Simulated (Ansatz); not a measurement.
`Cl[SiH2][NH][GeH2][Cl]` and `[AlH2][NH][SiH2]Cl` differ in one atom or group.

Ansatz, PBE0-D4/def2-TZVP geometries, multiplicity 1. Each molecule was computed in one conformer, which needn't be the lowest.

Scalar relativity is left out up to krypton.

```tsv
property	`Cl[SiH2][NH][GeH2][Cl]`
HOMO energy (PBE0/def2-TZVPP) / eV	-8.27
HOMO energy (ωB97M-V/def2-TZVPP) / eV	-10.54
HOMO–LUMO gap (B3LYP/def2-TZVPP) / eV	7.58
HOMO energy (B3LYP/def2-TZVPP) / eV	-8.00
HOMO energy (PBE/def2-TZVPP) / eV	-6.90
LUMO energy (PBE0/def2-TZVPP) / eV	-0.16
```

**Question.** Give the same properties after the change, and the shifts. (Estimate.)

**Answer.** Ansatz gave: 
| property | `[AlH2][NH][SiH2]Cl` | shift |
| --- | --- | --- |
| HOMO energy (PBE0/def2-TZVPP) / eV | -8.29 | -0.02 |
| HOMO energy (ωB97M-V/def2-TZVPP) / eV | -10.60 | -0.06 |
| HOMO–LUMO gap (B3LYP/def2-TZVPP) / eV | 6.66 | -0.92 |
| HOMO energy (B3LYP/def2-TZVPP) / eV | -8.03 | -0.03 |
| HOMO energy (PBE/def2-TZVPP) / eV | -6.98 | -0.08 |
| LUMO energy (PBE0/def2-TZVPP) / eV | -1.17 | -1.01 |

B3LYP here is the variant with VWN-RPA as its local correlation; programs differ in this.
